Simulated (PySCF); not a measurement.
## Ir: electron affinity

Ir⁻ [Xe] 4f14 5d8 6s2 [5d3/2^4 5d5/2^4, M_J = 4] → Ir [Xe] 4f14 5d7 6s2 [5d3/2^4 5d5/2^3, M_J = 9/2], as a difference of total energies. Calculation: PySCF 2.14, in x2c-SVPall-2c with one added diffuse shell each of s, d type (8s9p10d2f, 99 functions); the two-component X2C-1e Hamiltonian. Correlated levels: [Kr] 4d10 4f14 frozen; the 22 highest virtual spinors dropped. "Screened" scales the spin-orbit matrix elements by Boettger's factors to mimic the two-electron term; Breit and QED terms are absent.

```csv
method,electron affinity (eV)
GHF (spin-free),0.117
GMP2 (spin-free),1.437
GHF (screened spin-orbit),-0.106
GMP2 (screened spin-orbit),1.196
```

The spin-free rows relax to the high-spin LS determinant and lack the spin-orbit shift.

Errors of the correlated levels include the incompleteness of this basis, which has no added diffuse functions for the anion, and the frozen core.

The labels give the starting determinants; with spin-orbit coupling the two ends relaxed to ⟨J²⟩ = 20.08, ⟨L²⟩ = 12.37, ⟨S²⟩ = 2.14 and ⟨J²⟩ = 24.77, ⟨L²⟩ = 13.11, ⟨S²⟩ = 3.53.

A negative affinity means that the anion lies above the atom at that level of theory.

Task: Which method comes closest to the reference value, and which is furthest?

Result: The reference is 1.564 eV (measured; photodetachment measurements, as compiled on the Wikipedia data page of electron affinities). Closest: GMP2 (spin-free) (error -0.127 eV); furthest: GHF (screened spin-orbit) (error -1.670 eV).
